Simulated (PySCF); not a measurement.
# Dipole response of Ne⁺ (neon, charge +1)

[He] 2s2 2p5, 2P determinant. All numbers are calculated (PySCF 2.14, the non-relativistic Hamiltonian (point nucleus), in dyall-av2z (11s7p2d, 42 functions)). Coupled (time-dependent) response in atomic units; α is the mean over directions. A double-zeta set is small for polarisabilities.

```tsv
method	mean α (bohr³)	α xx, yy, zz	C₆ (like pair)	S(−4)
UHF	1.119	1.192, 1.083, 1.083	1.924	0.3791
PBE	1.219	1.272, 1.193, 1.193	2.137	0.5153
PBE0	1.187	1.247, 1.157, 1.157	2.070	0.4657
r2SCAN0	1.166	1.233, 1.132, 1.132	2.052	0.4239
wB97X	1.200	1.263, 1.168, 1.168	2.097	0.4761
```

S(−4) is the Cauchy moment in α(ω) = α(0) + S(−4) ω² + …

α(iu) at PBE:

```json
{"u (hartree)": "0", "α(iu) (bohr³)": "1.219"}
{"u (hartree)": "0.0500", "α(iu) (bohr³)": "1.218"}
{"u (hartree)": "0.100", "α(iu) (bohr³)": "1.214"}
{"u (hartree)": "0.200", "α(iu) (bohr³)": "1.199"}
{"u (hartree)": "0.300", "α(iu) (bohr³)": "1.176"}
{"u (hartree)": "0.500", "α(iu) (bohr³)": "1.112"}
{"u (hartree)": "0.750", "α(iu) (bohr³)": "1.015"}
{"u (hartree)": "1.00", "α(iu) (bohr³)": "0.9160"}
{"u (hartree)": "1.50", "α(iu) (bohr³)": "0.7357"}
{"u (hartree)": "2.00", "α(iu) (bohr³)": "0.5884"}
{"u (hartree)": "3.00", "α(iu) (bohr³)": "0.3846"}
{"u (hartree)": "5.00", "α(iu) (bohr³)": "0.1910"}
```

For an ion, C₆ is the dispersion term alone; charge-induced terms of lower order in 1/R come first.

The components differ because the open shell of this determinant is not spherical; for a pure term their mean is the scalar polarisability.
